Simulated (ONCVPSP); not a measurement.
## Re: one change to an ONCV potential, before and after

ONCVPSP 4.0.1 input, shortened (lines: element, Z, core and valence counts, functional; n l f; lmax; l rc ep ncon nbas qcut; lloc lpopt rc5 dvloc0; l nproj debl; icmod fcfact rcfact), PBEsol, scalar-relativistic:

```
  Re 75.00   10    4  -116133      upf
    1    0    2.00
    2    0    2.00
    2    1    6.00
    3    0    2.00
    3    1    6.00
    3    2   10.00
    4    0    2.00
    4    1    6.00
    4    2   10.00
    4    3   14.00
    5    0    2.00
    5    1    6.00
    5    2    5.00
    6    0    2.00
    3
    0    2.00    0.00    4    7    6.90
    1    1.70    0.00    4    8    9.90
    2    2.60    0.00    3    7    6.30
    3    2.25    0.27    4    9    5.40
    4    5    1.65    0.00
    0    2    2.40
    1    2    0.60
    2    2    2.10
    3    2    2.60
    0    0.00    0.00
```

In the p channel the program set the typed energies aside and used -1.728, 0.250 Ha.

Change: s: qcut 5.1; p: qcut 7.3; d: qcut 4.6; f: qcut 4.

Cutoffs: the cutoffs (Ha) at which the residual kinetic energy of the hardest occupied pseudo-wave falls to 1 and 0.1 mHa per electron; they do not see the model core or the augmentation charge, which bear on the density cutoff. Errors are all-electron minus pseudo energies relative to the spin-unpolarised reference configuration.

How do hardness, ghosts and transferability respond?

The potential gets softer (27 Ha and 33 Ha → 16 Ha and 22 Ha); of the 4 tests that both files solve, the error grows in 2 and shrinks in 0 by more than 15 % and 0.3 meV (median size 14.4 → 18.0 meV); the range in which the d phases agree narrows (upper end 4.6 → 1.0); the range in which the f phases agree narrows (upper end at the end of the scan → 3.6); neither file shows a bound ghost.

| quantity | base | changed |
| --- | --- | --- |
| cutoff, loose | 27 Ha | 16 Ha |
| cutoff, tight | 33 Ha | 22 Ha |
| loose cutoff by channel | s 14 Ha, p 27 Ha, d 13 Ha | s 8.2 Ha, p 16 Ha, d 9.2 Ha |
| bound ghosts | none | none |
| GHOST(+) flags under 300 eV | none | none |
| error for 5s2 5p6 5d5 6s1, meV [ΔE 9.29 eV] | -3.7 | -3.3 |
| error for 5s2 5p6 5d5 6s0, meV [ΔE 25.64 eV] | -12 | -18 |
| error for 5s2 5p6 5d4 6s0, meV [ΔE 52.80 eV] | -17 | -18 |
| error for 5s2 5p5 5d5 6s2, meV [ΔE 52.95 eV] | -151 | -269 |
| s: phases at 2.03 bohr within 0.05 rad from the reference energy up to (Ha; the scan ends near 5) | to the end of the scan | 4.3 |
| p: phases at 1.73 bohr within 0.05 rad from the reference energy up to (Ha; the scan ends near 5) | to the end of the scan | to the end of the scan |
| d: phases at 2.65 bohr within 0.05 rad from the reference energy up to (Ha; the scan ends near 5) | 4.6 | 1.0 |
| f: phases at 2.28 bohr within 0.05 rad from the reference energy up to (Ha; the scan ends near 5) | to the end of the scan | 3.6 |

Changed file: The cutoffs count occupied waves only; projector 2 of the f channel, the hardest unoccupied one, needs 51 Ha at the loose tolerance.
